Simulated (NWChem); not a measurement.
System: CH₃FMoO₂; SMILES [Mo]([F])(=[O])(=[O])[CH3]

Excerpt of the output:

```
             Northwest Computational Chemistry Package (NWChem) 7.3.0
             --------------------------------------------------------

 C1  symmetry detected

                             Geometry "geometry" -> ""
                             -------------------------

 Output coordinates in angstroms (scale by  1.889725989 to convert to a.u.)

  No.       Tag          Charge          X              Y              Z
 ---- ---------------- ---------- -------------- -------------- --------------
    1 Mo                  42.0000     0.18524810     0.04969560     0.00029515
    2 O                    8.0000     0.73678713    -0.61395166    -1.38428375
    3 O                    8.0000     0.73099401    -0.61528033     1.38660962
    4 F                    9.0000    -0.28856202     1.74183509     0.00024712
    5 C                    6.0000    -1.75919294    -0.83446479    -0.00351168
    6 H                    1.0000    -2.30002596    -0.49712527    -0.90001712
    7 H                    1.0000    -2.30376768    -0.49798326     0.88976137
    8 H                    1.0000    -1.76665970    -1.92797765    -0.00190170

 Effective nuclear repulsion energy (a.u.)     505.8956298032

                                Z-matrix (autoz)
                                --------

 Units are Angstrom for bonds and degrees for angles

      Type          Name      I     J     K     L     M      Value
      ----------- --------  ----- ----- ----- ----- ----- ----------
    1 Stretch                  1     2                       1.63147
    2 Stretch                  1     3                       1.63153
    3 Stretch                  1     4                       1.75722
    4 Stretch                  1     5                       2.13603
    5 Stretch                  5     6                       1.10001
    6 Stretch                  5     7                       1.09896
    7 Stretch                  5     8                       1.09354
    8 Bend                     1     5     6               108.78861
    9 Bend                     1     5     7               108.83866
   10 Bend                     1     5     8               114.84284
   11 Bend                     2     1     3               116.24693
   12 Bend                     2     1     4               118.87133
   13 Bend                     2     1     5                97.92356
   14 Bend                     3     1     4               118.86175
   15 Bend                     3     1     5                97.89185
   16 Bend                     4     1     5                98.80925
   17 Bend                     6     5     7               108.96103
   18 Bend                     6     5     8               107.72839
   19 Bend                     7     5     8               107.55333
   20 Torsion                  2     1     5     6         -61.66085
   21 Torsion                  2     1     5     7         179.73787
   22 Torsion                  2     1     5     8          59.13291
   23 Torsion                  3     1     5     6        -179.69940
   24 Torsion                  3     1     5     7          61.69932
   25 Torsion                  3     1     5     8         -58.90564
   26 Torsion                  4     1     5     6          59.32906
   27 Torsion                  4     1     5     7         -59.27221
   28 Torsion                  4     1     5     8        -179.87718

                           NWChem Geometry Optimization
                           ----------------------------

 maximum gradient threshold         (gmax) =   0.000450
 rms gradient threshold             (grms) =   0.000300
 maximum cartesian step threshold   (xmax) =   0.001800
 rms cartesian step threshold       (xrms) =   0.001200
 fixed trust radius                (trust) =   0.300000
 source of zmatrix                         =   autoz

          -------------------
          Energy Minimization
          -------------------

 Using diagonal initial Hessian
 Scaling for Hessian diagonals: bonds = 1.00  angles = 0.25  torsions = 0.10

          --------
          Step   0

                                 NWChem DFT Module
                                 -----------------

 Summary of "ao basis" -> "ao basis" (spherical)
 ------------------------------------------------------------------------------
       Tag                 Description            Shells   Functions and Types
 ---------------- ------------------------------  ------  ---------------------
 Mo                         def2-svp                11       31   5s3p2d1f
 O                          def2-svp                 6       14   3s2p1d
 F                          def2-svp                 6       14   3s2p1d
 C                          def2-svp                 6       14   3s2p1d
 H                          def2-svp                 3        5   2s1p

            General Information
            -------------------
          SCF calculation type: DFT
          Wavefunction type:  closed shell.
          No. of atoms     :     8
          No. of electrons :    48
           Alpha electrons :    24
            Beta electrons :    24
          Charge           :     0
          Spin multiplicity:     1
          Use of symmetry is: off; symmetry adaption is: off
          Maximum number of iterations: 150
          AO basis - number of functions:   102
                     number of shells:    44
          Convergence on energy requested:  1.00D-06
          Convergence on density requested:  1.00D-05
          Convergence on gradient requested:  5.00D-04

              XC Information
              --------------
                         PBE0 Method XC Functional
                     Hartree-Fock (Exact) Exchange  0.250
          PerdewBurkeErnzerhof Exchange Functional  0.750
            Perdew 1991 LDA Correlation Functional  1.000 local
           PerdewBurkeErnz. Correlation Functional  1.000 non-local

             Grid Information
             ----------------
          Grid used for XC integration:  medium
          Radial quadrature: Mura-Knowles
          Angular quadrature: Lebedev.
          Tag              B.-S. Rad. Rad. Pts. Rad. Cut. Ang. Pts.
          ---              ---------- --------- --------- ---------
          Mo                  1.45      123           9.0       590
          O                   0.60       49          10.0       434
          F                   0.50       49          10.0       434
          C                   0.70       49          10.0       434
          H                   0.35       45          11.0       434
          Grid pruning is: on
          Number of quadrature shells:   454
          Spatial weights used:  Erf1

      Superposition of Atomic Density Guess
      -------------------------------------

 Sum of atomic energies:        -365.08945460

      Non-variational initial energy
      ------------------------------

 Total energy =    -355.952580
 1-e energy   =    -961.787616
 2-e energy   =     379.067520
 HOMO         =      -0.379172
 LUMO         =      -0.059671

   convergence    iter        energy       DeltaE   RMS-Dens  Diis-err
 ---------------- ----- ----------------- --------- --------- ---------
 d= 0,ls=0.0,diis     1   -357.4665774688 -5.84D+02  4.63D-02  4.22D+00
 d= 0,ls=0.0,diis     2   -351.3811090401  6.09D+00  3.74D-02  5.66D+01
 d= 0,ls=0.0,diis     3   -357.8654226286 -6.48D+00  7.00D-03  1.08D+00
 d= 0,ls=0.0,diis     4   -357.9420255800 -7.66D-02  2.21D-03  2.79D-01
 d= 0,ls=0.0,diis     5   -357.9665422280 -2.45D-02  5.02D-04  5.59D-03
  Resetting Diis
 d= 0,ls=0.0,diis     6   -357.9669823652 -4.40D-04  2.45D-04  1.69D-03
 d= 0,ls=0.0,diis     7   -357.9671575570 -1.75D-04  1.84D-04  1.47D-04
 d= 0,ls=0.0,diis     8   -357.9670856826  7.19D-05  1.42D-04  9.03D-04
 d= 0,ls=0.0,diis     9   -357.9671690360 -8.34D-05  3.35D-05  3.15D-05
 d= 0,ls=0.0,diis    10   -357.9671725059 -3.47D-06  4.63D-06  3.78D-07
 d= 0,ls=0.0,diis    11   -357.9671725423 -3.64D-08  1.52D-06  3.03D-08

[...]

      ----------------------
      Optimization converged
      ----------------------

  Step       Energy      Delta E   Gmax     Grms     Xrms     Xmax
  ---- ---------------- -------- -------- -------- -------- --------
@    8    -357.98863790 -5.7D-08  0.00009  0.00002  0.00016  0.00059
                                     ok       ok       ok       ok

                                Z-matrix (autoz)
                                --------

 Units are Angstrom for bonds and degrees for angles

      Type          Name      I     J     K     L     M      Value     Gradient
      ----------- --------  ----- ----- ----- ----- ----- ---------- ----------
    1 Stretch                  1     2                       1.66717   -0.00009
    2 Stretch                  1     3                       1.66724   -0.00001
    3 Stretch                  1     4                       1.84640    0.00005
    4 Stretch                  1     5                       2.09058    0.00001
    5 Stretch                  5     6                       1.10258    0.00002
    6 Stretch                  5     7                       1.10260    0.00002
    7 Stretch                  5     8                       1.10067    0.00001
    8 Bend                     1     5     6               108.76819    0.00000
    9 Bend                     1     5     7               108.76251    0.00000
   10 Bend                     1     5     8               110.91294    0.00001
   11 Bend                     2     1     3               108.03322   -0.00001
   12 Bend                     2     1     4               113.80908    0.00000
   13 Bend                     2     1     5               105.25370    0.00000
   14 Bend                     3     1     4               113.80686   -0.00000
   15 Bend                     3     1     5               105.25354    0.00001
   16 Bend                     4     1     5               110.00231    0.00000
   17 Bend                     6     5     7               110.13942   -0.00000
   18 Bend                     6     5     8               109.12599   -0.00000
   19 Bend                     7     5     8               109.12469   -0.00000
   20 Torsion                  2     1     5     6         -62.97682   -0.00000
   21 Torsion                  2     1     5     7         177.05746   -0.00000
   22 Torsion                  2     1     5     8          57.04294   -0.00000
   23 Torsion                  3     1     5     6        -176.99046    0.00000
   24 Torsion                  3     1     5     7          63.04381    0.00000
   25 Torsion                  3     1     5     8         -56.97071    0.00000
   26 Torsion                  4     1     5     6          60.01774   -0.00000
   27 Torsion                  4     1     5     7         -59.94798    0.00000
   28 Torsion                  4     1     5     8        -179.96250    0.00000

                         Geometry "geometry" -> "geometry"
                         ---------------------------------

 Output coordinates in angstroms (scale by  1.889725989 to convert to a.u.)

  No.       Tag          Charge          X              Y              Z
 ---- ---------------- ---------- -------------- -------------- --------------
    1 Mo                  42.0000     0.05480443     0.02267280     0.00023408
    2 O                    8.0000     0.82624772    -0.58382686    -1.34753606
    3 O                    8.0000     0.82111363    -0.58470888     1.35061698
    4 F                    9.0000    -0.10963326     1.86173186     0.00054414
    5 C                    6.0000    -1.83817069    -0.86453647    -0.00366828
    6 H                    1.0000    -2.37906494    -0.54239082    -0.90884335
    7 H                    1.0000    -2.38289246    -0.54194266     0.89906543
    8 H                    1.0000    -1.75758350    -1.96225125    -0.00321392

 Effective nuclear repulsion energy (a.u.)     495.4854333064

                Final and change from initial internal coordinates
                --------------------------------------------------

                                Z-matrix (autoz)
                                --------

 Units are Angstrom for bonds and degrees for angles

      Type          Name      I     J     K     L     M      Value       Change
      ----------- --------  ----- ----- ----- ----- ----- ---------- ----------
    1 Stretch                  1     2                       1.66717    0.03570
    2 Stretch                  1     3                       1.66724    0.03570
    3 Stretch                  1     4                       1.84640    0.08917
    4 Stretch                  1     5                       2.09058   -0.04545
    5 Stretch                  5     6                       1.10258    0.00257
    6 Stretch                  5     7                       1.10260    0.00363
    7 Stretch                  5     8                       1.10067    0.00713
    8 Bend                     1     5     6               108.76819   -0.02041
    9 Bend                     1     5     7               108.76251   -0.07615
   10 Bend                     1     5     8               110.91294   -3.92990
   11 Bend                     2     1     3               108.03322   -8.21372
   12 Bend                     2     1     4               113.80908   -5.06225
   13 Bend                     2     1     5               105.25370    7.33014
   14 Bend                     3     1     4               113.80686   -5.05489
   15 Bend                     3     1     5               105.25354    7.36169
   16 Bend                     4     1     5               110.00231   11.19306
   17 Bend                     6     5     7               110.13942    1.17839
   18 Bend                     6     5     8               109.12599    1.39761
   19 Bend                     7     5     8               109.12469    1.57136
   20 Torsion                  2     1     5     6         -62.97682   -1.31597
   21 Torsion                  2     1     5     7         177.05746   -2.68042
   22 Torsion                  2     1     5     8          57.04294   -2.08997
   23 Torsion                  3     1     5     6        -176.99046    2.70894
   24 Torsion                  3     1     5     7          63.04381    1.34449
   25 Torsion                  3     1     5     8         -56.97071    1.93493
   26 Torsion                  4     1     5     6          60.01774    0.68868
   27 Torsion                  4     1     5     7         -59.94798   -0.67577
   28 Torsion                  4     1     5     8        -179.96250   -0.08533

 ==============================================================================
                                internuclear distances
 ------------------------------------------------------------------------------
       center one      |      center two      | atomic units |  angstroms
 ------------------------------------------------------------------------------
    2 O                |   1 Mo               |     3.15049  |     1.66717
    3 O                |   1 Mo               |     3.15062  |     1.66724
    4 F                |   1 Mo               |     3.48918  |     1.84640
    5 C                |   1 Mo               |     3.95062  |     2.09058
    6 H                |   5 C                |     2.08358  |     1.10258
    7 H                |   5 C                |     2.08360  |     1.10260
    8 H                |   5 C                |     2.07996  |     1.10067
 ------------------------------------------------------------------------------
                         number of included internuclear distances:          7
 ==============================================================================
```

Level: PBE0/def2-SVP with def2 effective core potentials on Mo. Not confirmed as a minimum by frequencies. def2 effective core potentials on Mo; no spin-orbit coupling.

Write an input that gives this output.

Several could match; the one computed here: the input that was run:
```
start job
memory heap 200 mb stack 900 mb global 1100 mb
geometry units angstroms
  Mo     0.101692     0.087933     0.017726
  O      1.433070    -0.617840    -0.607573
  O      0.144798     0.422957     1.613909
  F     -0.906191     1.075662    -1.029363
  C     -1.134690    -1.651101     0.116343
  H     -1.279537    -2.041034    -0.901985
  H     -2.111659    -1.368761     0.532917
  H     -0.736622    -2.463591     0.730534
end
basis spherical
  * library def2-svp
end
ecp
  Mo library def2-ecp
end
dft
  xc pbe0
  iterations 150
end
driver
  maxiter 120
end
task dft optimize
```
